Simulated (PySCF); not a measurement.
A PySCF script (with the pyscf-properties extension) for the NMR shieldings of `[SiH3]Sc1c(N)cccn1`, C$_{5}$H$_{8}$N$_{2}$SSi, on a GFN2-xTB geometry:

```python
import basis_set_exchange as bse
import numpy as np
from pyscf import gto, dft
from pyscf.prop import nmr

atoms = """
N    -0.829034    2.457484   -0.573326
C    -0.806847    1.100303   -0.422445
C    -1.904287    0.284519   -0.669060
C    -1.828561   -1.083340   -0.416906
C    -0.654857   -1.614216    0.071241
N     0.404402   -0.842528    0.300558
C     0.349972    0.460071    0.069565
S     1.850054    1.221895    0.422894
Si    2.491595   -0.823708    0.969369
H    -1.535450    2.857165   -1.166689
H     0.065940    2.920014   -0.555445
H    -2.814177    0.720219   -1.055309
H    -2.678185   -1.719840   -0.604737
H    -0.530585   -2.664685    0.285715
H     3.873075   -0.451099    1.348404
H     2.667012   -1.607785   -0.243384
H     1.872934   -1.202437    2.229645
"""
names = dict.fromkeys(["N", "C", "S", "Si", "H"], "pcSseg-1")
basis = {el: gto.basis.parse(bse.get_basis(n, elements=[el], fmt="nwchem")) for el, n in names.items()}
mol = gto.M(atom=atoms, basis=basis, charge=0, verbose=0)
mf = dft.RKS(mol, xc="PBE0")
mf.grids.level = 2
mf.grids.alignment = dft.numint.BLKSIZE   # the property module wants whole blocks of grid points
mf.conv_tol = 1e-9
mf.kernel()

calc = nmr.RKS(mf)   # GIAO
C = mf.mo_coeff
Co = C[:, mf.mo_occ > 0]
resp = mf.gen_response(singlet=True, hermi=2)
def vind(x):   # induced exchange potential for any number of trial vectors
    d = np.einsum("pi,xij,qj->xpq", C, 2 * x.reshape(-1, C.shape[1], Co.shape[1]), Co, optimize=True)
    return np.einsum("xpq,pi,qj->xij", resp(d - d.transpose(0, 2, 1)), C, Co, optimize=True).ravel()
mo1, _ = nmr.rhf.solve_mo1(calc, with_cphf=vind)
sigma = calc.kernel(mo1)
for i, s in enumerate(sigma):   # ppm
    print("%2d %-2s %9.2f" % (i, mol.atom_pure_symbol(i), np.trace(s) / 3))
```

Problem. What are the results?

Solution. 
```
 0 N     192.22
 1 C      41.12
 2 C      66.06
 3 C      62.24
 4 C      50.73
 5 N     -61.92
 6 C      34.59
 7 S     529.95
 8 Si    457.72
 9 H      27.90
10 H      27.66
11 H      24.86
12 H      24.74
13 H      24.20
14 H      27.05
15 H      26.70
16 H      26.66
```

These numbers come from an equivalent density-fitted implementation of the same equations, which agrees with the script to about 0.01 ppm for H and up to a few tenths of a ppm for heavy atoms, so last digits may differ.

Size and cost of the density-fitted run: 207 basis functions, 95 s wall time on 1 thread of an Arm Neoverse N1, shared host; peak memory 0.93 GiB.
